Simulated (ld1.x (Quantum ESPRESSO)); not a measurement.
**Lu ultrasoft: all-electron and pseudo phase curves**

Lu (Z = 71), ultrasoft, made with ld1.x (Quantum ESPRESSO) 7.5 (PBE, fully relativistic). Core [Kr] 4d10, reference 4f14 5s2 5p6 5d1 6s1.75 6p0.25. Waves: 5s (bound): rcut 1.55, rcutus 1.75 bohr; 6s (bound): rcut 1.55, rcutus 1.75 bohr; 5p (bound): rcut 1.85, rcutus 2.40 bohr; 6p (bound): rcut 1.85, rcutus 2.40 bohr; 5d (bound): rcut 2.80, rcutus 3.20 bohr; 5d channel at 5.1 Ry: rcut 2.80, rcutus 3.20 bohr; 4f (bound): rcut 0.80, rcutus 1.05 bohr; 4f channel at 2.35 Ry: rcut 0.80, rcutus 1.05 bohr. Local part: all-electron potential smoothed inside 1.90 bohr (lloc = -1). Core correction: none. Augmentation charge: built from norm-conserving waves at rcut, not smoothed further.

Open shells are filled in proportion to 2j + 1 (rel_dist='average').

The phase is arctan(r·u′/u) with u = r·R(r), unwrapped; energies in Ry, scanned from -7 to 5 Ry. A pole is an energy at which the radial function vanishes at the test radius. The pseudo phase is shifted by a multiple of π to meet the all-electron one at the reference energy, and phase errors are pseudo minus all-electron; the curves can meet again beyond the range given. Levels narrower than the energy grid can be missing from the lists of poles.

```tsv
channel	radius (bohr)	reference energy (Ry)	poles, all-electron	poles, pseudo	unbroken range about the reference energy with phases within 0.05 rad	phase error 1 Ry above the reference energy (rad)
s	3.51	-0.36	-4.51, 0.65	-4.87, -4.61, 1.19	not even at the reference energy	+0.114
p1/2	3.51	-0.13	-2.70, 1.43	-2.80, -1.93, -1.89, 1.14, 4.40	not even at the reference energy	-0.008
p3/2	3.51	-0.10	-2.19, 1.71	-2.29, 1.80, 4.10	not even at the reference energy	+0.209
d3/2	3.51	-0.16	0.14, 3.41	0.06, 3.41	not even at the reference energy	-0.001
d5/2	3.51	-0.14	0.19, 3.49	0.12, 3.74	not even at the reference energy	+0.026
f5/2	3.51	-0.79	-0.79, 2.37	-0.93, 2.29	not even at the reference energy	+3.124
f7/2	3.51	-0.68	-0.68, 2.39	-0.81, 2.31	not even at the reference energy	-0.023
```

A Bessel basis up to 400 Ry misses an occupied level by 1.34 Ry, so cutoffs and ghosts were not judged. Its overlap operator is not positive definite in a basis up to 400 Ry (lowest eigenvalue p1/2 -0.78, p3/2 -0.31), so the file is unfit for use: the generalised eigenproblem breaks down once the basis is large enough, and its test numbers describe a broken file. The potential misses its own reference levels by up to 1.8 eV, so it is not fit for use.

Phases in the s channel:

| E (Ry) | all-electron | pseudo |
| --- | --- | --- |
| -7.00 | 1.458 | 4.599 |
| -6.74 | 1.455 | 4.596 |
| -6.48 | 1.453 | 4.594 |
| -6.22 | 1.450 | 4.591 |
| -5.96 | 1.447 | 4.588 |
| -5.70 | 1.444 | 4.585 |
| -5.44 | 1.440 | 4.581 |
| -5.18 | 1.436 | 4.577 |
| -4.92 | 1.432 | 4.567 |
| -4.66 | 1.425 | 1.419 |
| -4.40 | -1.713 | -1.716 |
| -4.14 | -1.722 | -1.722 |
| -3.88 | -1.729 | -1.729 |
| -3.62 | -1.736 | -1.736 |
| -3.36 | -1.744 | -1.744 |
| -3.10 | -1.753 | -1.754 |
| -2.84 | -1.764 | -1.764 |
| -2.58 | -1.777 | -1.777 |
| -2.32 | -1.793 | -1.793 |
| -2.06 | -1.814 | -1.813 |
| -1.80 | -1.841 | -1.839 |
| -1.54 | -1.880 | -1.874 |
| -1.28 | -1.939 | -1.925 |
| -1.02 | -2.044 | -2.008 |
| -0.76 | -2.275 | -2.163 |
| -0.50 | -2.975 | -2.526 |
| -0.24 | -4.044 | -3.405 |
| 0.02 | -4.444 | -4.144 |
| 0.28 | -4.600 | -4.430 |
| 0.54 | -4.685 | -4.562 |
| 0.80 | -4.743 | -4.638 |
| 1.06 | -4.791 | -4.691 |
| 1.32 | -4.836 | -4.731 |
| 1.58 | -4.886 | -4.766 |
| 1.84 | -4.950 | -4.798 |
| 2.10 | -5.047 | -4.832 |
| 2.36 | -5.226 | -4.872 |
| 2.62 | -5.662 | -4.921 |
| 2.88 | -6.630 | -4.992 |
| 3.14 | -7.270 | -5.111 |
| 3.40 | -7.511 | -5.356 |
| 3.66 | -7.626 | -5.990 |
| 3.92 | -7.693 | -6.935 |
| 4.18 | -7.737 | -7.370 |
| 4.44 | -7.770 | -7.548 |
| 4.70 | -7.795 | -7.640 |
| 4.96 | -7.816 | -7.697 |
